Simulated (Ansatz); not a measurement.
Saddle point of GeH$_{4}$F, doublet (GeH₃F ([F][GeH3]) + H → GeH₃ + HF; bonds formed: F1–H3; bonds broken: F1–Ge2), PBE0-D4/def2-TZVP structure:

| atom | x (Å) | y (Å) | z (Å) |
| --- | --- | --- | --- |
| F1 | -1.3087 | -0.1918 | -1.0565 |
| Ge2 | 0.1536 | 0.0830 | 0.2918 |
| H3 | 0.0744 | -0.4959 | -1.3459 |
| H4 | -0.1357 | 1.5718 | 0.4724 |
| H5 | 1.6965 | -0.1344 | 0.3011 |
| H6 | -0.4800 | -0.8328 | 1.3371 |

Energies are electronic, without zero-point energy. Barriers and step energies count from the start structure reached by relaxing down the imaginary mode; all methods use the PBE0-D4 structures, on which another method's saddle can fall below an end. Computed with Ansatz 0.2.0 (basis: def2-TZVPP, with def2-QZVPP for the basis limit); correlated methods freeze the cores; orbitals are unrestricted. Filled d shells of the heavier atoms are correlated. The def2 sets are not built for correlating such inner shells, so the correlated values are less sure here. B3LYP uses VWN-RPA correlation. Extrapolation: Hartree–Fock as exp(−7.88 √X), correlation as X^−2.97.

```csv
method,barrier (kcal/mol),step energy (kcal/mol)
SPW92,?,-16.30
PBE-D4,12.98,-14.24
BLYP-D4,13.34,-14.90
r2SCAN-D4,?,-13.75
B97M-V,19.08,-10.05
PBE0-D4,17.98,-13.89
B3LYP-D4,?,-14.84
r2SCAN0-D4,17.97,-14.54
BHLYP-D4,22.67,-13.03
CAM-B3LYP-D4,18.58,-13.02
wB97X-V,20.78,-10.15
wB97M-V,20.10,-12.83
B2PLYP,20.82,-12.65
PBE-QIDH,23.66,-11.79
RPA on PBE,20.43,-12.52
HF,40.92,-5.27
MP2,28.01,-9.70
CCSD,25.24,-13.38
CCSD(T),23.63,-12.91
```

Problem. Fill in the withheld barriers. (Judge from chemistry; the value comes from the calculation.)

Solution. Computed: SPW92 5.95; B3LYP-D4 16.91; r2SCAN-D4 14.90 kcal/mol. Each is the energy of the saddle less that of the start structure, by the same method.

For comparison, the barrier by CCSD(T) at an estimated basis limit (MP2 extrapolated from triple and quadruple zeta, plus CCSD(T) − MP2 in triple zeta) is 23.07 kcal/mol.

The T1 diagnostic stays at or below 0.016. ⟨S²⟩ of the unrestricted Hartree–Fock references: 0.75 to 0.77 (a pure state has 0.75).

Radical steps of this kind take place in plasma deposition and etching.

Labels in which every atom is bracketed show which atoms are joined, not bond orders.

For scale, one of the runs: CCSD(T)/def2-TZVPP, 135 basis functions, launched by `ansatz run in.yaml --threads 2 --pin off --events-out ev --progress --plain --max-ram 4352MiB`. Time: 72 s of wall clock on 2 CPU threads of an Arm Neoverse V1; the host was shared. Peak host memory: 1.7 GiB.
